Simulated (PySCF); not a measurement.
**Assigning NMR signals**

Molfile (atoms numbered from 1):
```
C2H9NOSi2
     RDKit          3D

 15 14  0  0  0  0  0  0  0  0999 V2000
    2.0882   -1.1042   -0.9526 C   0  0  0  0  0  0  0  0  0  0  0  0
    1.1825   -1.1655    0.0101 C   0  0  0  0  0  0  0  0  0  0  0  0
    0.1384    0.2818    0.6204 Si  0  0  1  0  0  4  0  0  0  0  0  0
    0.9014    1.7070    0.0129 N   0  0  0  0  0  0  0  0  0  0  0  0
   -2.0158    0.3052   -0.1916 Si  0  0  0  0  0  4  0  0  0  0  0  0
   -2.8992   -0.8955    0.4757 O   0  0  0  0  0  0  0  0  0  0  0  0
    2.6458   -1.9660   -1.2905 H   0  0  0  0  0  0  0  0  0  0  0  0
    2.3135   -0.1753   -1.4511 H   0  0  0  0  0  0  0  0  0  0  0  0
    0.9939   -2.1293    0.4701 H   0  0  0  0  0  0  0  0  0  0  0  0
    0.2114    0.1677    2.1083 H   0  0  0  0  0  0  0  0  0  0  0  0
    0.4454    2.5975    0.1226 H   0  0  0  0  0  0  0  0  0  0  0  0
    1.8941    1.8167    0.1429 H   0  0  0  0  0  0  0  0  0  0  0  0
   -2.2115   -0.0155   -1.6023 H   0  0  0  0  0  0  0  0  0  0  0  0
   -2.6978    1.5840    0.0861 H   0  0  0  0  0  0  0  0  0  0  0  0
   -2.9947   -1.0006    1.4173 H   0  0  0  0  0  0  0  0  0  0  0  0
  1  2  2  0
  2  3  1  0
  3  4  1  0
  3  5  1  0
  5  6  1  0
  1  7  1  0
  1  8  1  0
  2  9  1  0
  3 10  1  1
  4 11  1  0
  4 12  1  0
  5 13  1  0
  5 14  1  0
  6 15  1  0
M  END
```

Calculated, not measured (PySCF 2.14): shieldings: GIAO PBE0/pcSseg-1, structure optimised with GFN2-xTB. No relativistic terms, no solvent model, equivalent nuclei averaged, single conformer.

δ = σ(ref) − σ, references computed at the same level: ¹³C (σ = 186.93 ppm), ¹H (σ = 31.72 ppm) against TMS.

(1) Assign these signals to the numbered atoms. ¹³C{¹H} NMR (computed): δ 142.4 (CH), 140.6 (CH2).

(2) Assign these signals to the numbered atoms. ¹H NMR (300 MHz, computed): δ 6.57 (m, 1H), 6.56 (m, 1H), 6.33 (m, 1H), 5.56 (m, 1H), 5.44 (m, 1H), 5.24 (m, 1H), -0.04 (br s, 1H), -0.16 (br s, 2H).

Answers

(1) 
| δ (ppm) | atoms | environment | reason |
| --- | --- | --- | --- |
| 142.4 | C2 | alkene CH | as expected for a trigonal carbon in a double bond |
| 140.6 | C1 | terminal =CH2 carbon | an sp2 carbon of a C=C bond |

C2 and C1 lie closer than the usual error of such a calculation, so a measured spectrum could show them in the other order.

(2) 
6.57 → H9, hydrogen on an alkene CH: olefinic region
6.56 → H7, hydrogen on a terminal =CH2 carbon: attached to an sp2 carbon and in the plane of the double bond
6.33 → H8, hydrogen on a terminal =CH2 carbon
5.56 → H14, hydrogen on a silicon bonded to O, Si
5.44 → H10, hydrogen on a silicon bonded to C, N, Si
5.24 → H13, hydrogen on a silicon bonded to O, Si
-0.04 → H15, hydrogen on an oxygen bonded to Si: exchangeable, gas-phase position
-0.16 → H11/H12, hydrogen on a nitrogen bonded to Si: exchangeable, gas-phase position

H9 and H7 lie closer than the usual error of such a calculation, so a measured spectrum could show them in the other order.

OH and NH positions are those of a molecule without intermolecular hydrogen bonds; in solution they move with solvent, concentration and temperature, and exchange usually removes their couplings. Shifts are as computed. Against solution values, carbons near 30 ppm lie about +3 ppm off and those near 130 ppm about +5 ppm. Of 1211 compounds with measured shifts, 218 miss one by over three times the rms of a fit or turn the order of signals round; such compounds aren't used in these exercises. No couplings were computed; multiplicities are counted from neighbouring protons, with m where these are inequivalent, close in shift, in a saturated or five-membered ring or joined by F or P, and br s for small geminal =CH2 splittings.
